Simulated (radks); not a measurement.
Species: O IV. Configuration: [He] 2s2 2p1. Method: scalar-relativistic Kohn-Sham, PBE, spin-polarised, spherical densities, point nucleus; open shells are filled with parallel spins first; computed with a radial shooting solver on a logarithmic mesh with Libxc functionals. Some entries of the table are withheld. Estimate them.

orbital,occ.,eigenvalue (eV),<r^2> (bohr^2),r(max) (bohr)
1s up,1,-587.1838,0.05360,(1)
1s down,1,-586.0752,0.05340,(2)
2s up,1,-80.7381,1.115,0.8044
2s down,1,-77.8617,1.142,0.8098
2p up,1,-66.2696,1.024,0.7014
2p down,0,-63.2861,1.061,0.7090

Answer. 
(1) 1s up r(max) (bohr): 0.1291
(2) 1s down r(max) (bohr): 0.1290
